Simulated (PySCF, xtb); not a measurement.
Al(Me)2(SeH) (C₂H₇AlSe), SMILES [CH3][Al]([CH3])[SeH].

GFN2-xTB run with xtb at its own geometry gives an orbital gap of 3.95 eV and a dipole moment of 3.67 D.

Geometry optimised at TPSSh-D3(BJ)/def2-SVP. The structure was generated by enumeration; whether it is a known compound was not checked. One conformer was computed; it need not be the lowest.

Problem. What does PBE0/def2-TZVP in PySCF give? (The exact figures need the calculation; the answer reports its results.)

Solution. gap 6.46 eV (levels -7.06 and -0.60 eV), dipole 1.64 D.
